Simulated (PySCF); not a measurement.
aminosilylcyclopropane (C₃H₉NSi), SMILES N[SiH2]C1CC1. Atoms are numbered in the order given.

```xyz
14

N      2.2975     0.3104     0.1664
Si     0.8429    -0.2652    -0.5893
C     -0.7665     0.5146    -0.0320
C     -1.4843    -0.0088     1.2001
C     -2.0642    -0.2643    -0.1580
H      2.7402     1.1540    -0.1845
H      2.4097     0.2431     1.1738
H      0.6973    -1.7256    -0.2998
H      1.0296    -0.0392    -2.0532
H     -0.8572     1.5956    -0.1961
H     -1.0442    -0.8550     1.7391
H     -1.9832     0.7169     1.8490
H     -2.9635     0.2851    -0.4508
H     -2.0211    -1.2847    -0.5535
```

The structure is a stationary point at B3LYP-D3(BJ)/def2-SVP. Other conformers were not sampled.

Two levels are set side by side: PBE/pcSseg-1 (PySCF) and PBE0/pcSseg-1 (PySCF). GIAO shifts against NH3 (¹⁵N), TMS (²⁹Si), TMS (¹H), TMS (¹³C) at the same level; non-relativistic, no solvent, atoms listed together averaged. Differences are taken from unrounded values.

```json
[
 {"quantity": "δ(¹⁵N) of N1 (ppm)", "PBE": "18.7"},
 {"quantity": "δ(²⁹Si) of Si2 (ppm)", "PBE": "-18.6"},
 {"quantity": "δ(¹³C) of C3 (ppm)", "PBE": "3.9"},
 {"quantity": "δ(¹H) of H10 (ppm)", "PBE": "-0.09"}
]
```

### Question
These are the PBE values. What does PBE0 give? (The exact figures need the calculation; the answer reports its results.)

### Answer

| quantity | PBE0 | PBE minus PBE0 |
|---|---|---|
| δ(¹⁵N) of N1 (ppm) | 14.2 | 4.4 |
| δ(²⁹Si) of Si2 (ppm) | -17.7 | -0.9 |
| δ(¹³C) of C3 (ppm) | 1.7 | 2.2 |
| δ(¹H) of H10 (ppm) | -0.16 | 0.07 |

Rough cost on one machine, each run with all the roots and properties that it gave: PBE0 against PBE about 2 times.
